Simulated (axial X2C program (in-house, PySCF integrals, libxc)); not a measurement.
# TaO: nuclear properties from DFT to coupled cluster

Computed with an in-house all-electron X2C program for linear molecules (integrals from PySCF): two-component X2C with atomic mean-field Coulomb and Gaunt terms, Gaussian nuclei, basis Ta dyall-acv3z, O dyall-av3z with contracted cores.

R = 1.676 Å (near the PBE0 minimum at charge 0 of the determinant lowest at the starting distance; the state shown can have its own minimum elsewhere); state Ω = 3/2 (⟨Sz⟩ = -0.49, ⟨Lz⟩ = 1.99 at PBE0).

| level | Eeff magnitude (GV/cm) | Ws magnitude Ta (kHz) | A∥/gI Ta (MHz) | A∥/gI O (MHz) | μ (D) |
| --- | --- | --- | --- | --- | --- |
| PBE0 | 10.6 | 7.11 | 615 | 2.21 | -2.80 |
| HF | 97.9 | 65.2 | -389 | 5.54 | -2.95 |
| B3LYP | 6.75 | 4.68 | 685 | 2.79 | -2.85 |

Eeff is the effective electric field on the electron electric dipole moment in this Ω state and Ws the scalar–pseudoscalar constant of the nucleus named (defined with the proton number Z and per Ω); A∥ (defined per Ω) follows by multiplying with gI = μI/(I μN); μ is positive if the O end (last atom) is positive. The operators were transformed with the bare-nucleus X2C matrices; with these basis sets, hyperfine constants and field gradients can be off by tens of per cent, and where levels differ in sign neither size nor sign is settled.

Finite-field MP2, CCSD and CCSD(T), with 19 electrons correlated in 130 natural virtual spinors (MP2 remainder added):

```json
{"level": "MP2", "Eeff magnitude (GV/cm)": "79.3", "Ws magnitude Ta (kHz)": "51.8", "A∥/gI Ta (MHz)": "662", "A∥/gI O (MHz)": "-5.17", "μ (D)": "-2.31"}
{"level": "CCSD", "Eeff magnitude (GV/cm)": "43.4", "Ws magnitude Ta (kHz)": "29", "A∥/gI Ta (MHz)": "968", "A∥/gI O (MHz)": "2", "μ (D)": "-2.74"}
{"level": "CCSD(T)", "Eeff magnitude (GV/cm)": "29.3", "Ws magnitude Ta (kHz)": "19.7", "A∥/gI Ta (MHz)": "1180", "A∥/gI O (MHz)": "2.81", "μ (D)": "-2.55"}
```

T1 = 0.058 (Lee–Taylor), a sign of multireference character. One unrestricted determinant, the lowest of a limited PBE0 search, is the reference; the functionals treat spin collinearly. Eeff spreads by more than a factor of two over the levels. Correlation of the inner shells is missing, which matters for properties at the nucleus. Number of frozen shells: Ta 4 s, 3 p, 2 d, 1 f; O 1 s.

(1) By how much does correlation change each value, CCSD(T) against HF?

## Answers

(1) Eeff magnitude -70 %; Ws magnitude Ta -70 %; A∥/gI Ta from -389 to 1180, a change of sign; A∥/gI O -49 %; μ -14 %.
